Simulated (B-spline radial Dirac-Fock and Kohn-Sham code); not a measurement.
**What relativity does to the binding energies of Os⁺**

System: the Os⁺ ion, configuration [Xe] 4f14 5d6 6s1.

Both columns are ΔSCF binding energies of the configuration average from an atomic code on a B-spline grid: non-relativistic Hartree-Fock with a point nucleus, and Dirac-Fock with a finite nucleus and the Coulomb interaction alone, averaged over the two j levels with weights 2j+1.

```csv
shell,Hartree-Fock (eV),Dirac-Fock (eV),shift (eV),shift (%)
1s,67891.2,74268.7,+6377.49,+9.39
2s,11342.7,13041.9,+1699.24,+14.98
2p,10864.2,11432.1,+567.83,+5.23
3s,2665.0,3086.7,+421.66,+15.82
3p,2441.8,2600.3,+158.54,+6.49
3d,2029.8,2011.8,-17.97,-0.89
4s,580.7,685.0,+104.28,+17.96
4p,485.2,521.9,+36.78,+7.58
4d,311.2,306.0,-5.20,-1.67
4f,80.09,68.51,-11.58,-14.46
5p,63.97,68.17,+4.20,+6.56
5d,19.50,17.96,-1.53,-7.87
6s,13.29,15.20,+1.91,+14.40
```

Relativity binds 1s, 2s, 2p, 3s, 3p, 4s, 4p, 5p, 6s more strongly, among those listed most of all 4s in relative terms, and 3d, 4d, 4f, 5d more weakly, because the contracted s and p shells screen the nucleus better.

Values without a named source are computed, but for edge energies of neutral atoms, which are taken from tables.
